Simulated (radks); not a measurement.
Values are calculated unless marked as measured or tabulated.
The silicon ion Si2+, 12 electrons, occupied as [Ne] 3s2 (the NIST ground configuration). Level of theory: non-relativistic Kohn-Sham, BP86, spin-unpolarised, spherical densities, point nucleus (a radial shooting solver on a logarithmic mesh with Libxc functionals).

Normalised radial functions P(r) = r R(r), r in bohr:

r              2s      2p       3s
0.005747   0.1429  0.0028   0.0453
0.007306   0.1777  0.0044   0.0563
0.009287   0.2196  0.0070   0.0696
0.01181    0.2691  0.0111   0.0853
0.01489    0.3245  0.0173   0.1028
0.01893    0.3887  0.0272   0.1232
0.02406    0.4575  0.0425   0.1449
0.03035    0.5242  0.0647   0.1659
0.03858    0.5855  0.0989   0.1851
0.04904    0.6271  0.1491   0.1978
0.06234    0.6323  0.2206   0.1986
0.07862    0.5834  0.3156   0.1819
0.09995    0.4564  0.4450   0.1395
0.1271     0.2356  0.6071   0.0668
0.1602    -0.0682  0.7889  -0.0323
0.2037    -0.4527  0.9869  -0.1554
0.259     -0.8534  1.1657  -0.2773
0.3292    -1.1867  1.2855  -0.3634
0.4151    -1.3617  1.3072  -0.3743
0.5278    -1.3379  1.2106  -0.2801
0.6709    -1.1182  1.0026  -0.0734
0.8461    -0.7957  0.7368   0.2026
1.076     -0.4593  0.4583   0.4987
1.367     -0.2097  0.2358   0.7198
1.738     -0.0721  0.0961   0.7913
2.192     -0.0183  0.0304   0.6930
2.787     -0.0029  0.0064   0.4732
3.543     -0.0003  0.0008   0.2424
4.468     0.0000  0.0001   0.0924
5.68      0.0000  0.0000   0.0233

2s: eigenvalue -160.31 eV, 1 radial node at r = 0.153 bohr, <r> = 0.569 bohr, 90 % of the charge inside 0.896 bohr. 2p: eigenvalue -117.10 eV, 0 radial nodes, <r> = 0.537 bohr, 90 % of the charge inside 0.901 bohr. 3s: eigenvalue -28.622 eV, 2 radial nodes at r = 0.149, 0.717 bohr, <r> = 1.95 bohr, 90 % of the charge inside 2.90 bohr.
